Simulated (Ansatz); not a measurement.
`CC(C)[NH][Hf]([F])([Cl])[Cl]` + HCl → `[F][Hf]([Cl])([Cl])[Cl]` + `CC(C)N` at 400 K and 1 bar (ligand exchange at the Hf–N bond).

Computed with Ansatz on PBE0-D4/def2-TZVP structures; ΔE is electronic, products minus reactants. CBS: MP2 limit from def2 TZ/QZ plus the TZ coupled-cluster correction, frozen cores. This one scheme is used for every species. Elements past krypton have def2 core potentials. For Hf outer-core shells are correlated without core-valence functions, which leaves a few kJ/mol of doubt a bond. Each species was taken in one conformer, which may not be the lowest.

| species | CCSD(T)/CBS energy (Eh) | H − E (kJ/mol) | S (J/(mol·K)) |
| --- | --- | --- | --- |
| `CC(C)[NH][Hf]([F])([Cl])[Cl]` | -1241.21955 | 353.3 | 532.4 |
| HCl | -460.38127 | 29.6 | 195.4 |
| `[F][Hf]([Cl])([Cl])[Cl]` | -1527.34680 | 46.6 | 404.1 |
| `CC(C)N` | -174.28253 | 345.1 | 329.2 |

H − E and S are ideal-gas, rigid-rotor, harmonic terms from PBE0-D4/def2-TZVP, for one conformer and one mirror image of each species. 1 Eh = 2625.50 kJ/mol, R = 8.31446 J/(mol·K).

Task: By hand: ΔE, ΔH, ΔS and ΔG.

Result: ΔE = (-1527.34680) + (-174.28253) − (-1241.21955) − (-460.38127) = -0.02851 Eh = -74.9 kJ/mol. Δ(H − E) = 46.6 + 345.1 − 353.3 − 29.6 = 8.8, so ΔH = -66.1 kJ/mol. ΔS = 404.1 + 329.2 − 532.4 − 195.4 = 5.5 J/(mol·K). ΔG = -66.1 − 400 × (5.5)/1000 = -68.3 kJ/mol.

Task: By hand: the equilibrium constant, and the temperature at which ΔG would vanish if ΔH and ΔS stayed fixed.

Result: log₁₀ K = −ΔG/(RT ln 10) = 8.9. ΔH and −TΔS have one sign here, so there is no such temperature.

The number of gas molecules stays the same, so ΔS is small and ΔH decides. A doubt of 5 kJ/mol in ΔE shifts log₁₀ K by 0.7 here. Other conformers and mirror images would add mixing entropy, several J/(mol·K) or more a flexible species. Modes under 60 cm⁻¹, often nearly free rotors, make the harmonic entropy too high. These are equilibria of isolated gas molecules and say nothing of rates. Largest T1 diagnostic: 0.014 (customary marks: 0.02 for closed shells, 0.045 for open ones).

ΔS is within the doubt of such terms, so its sign, and with it that verdict, could turn.
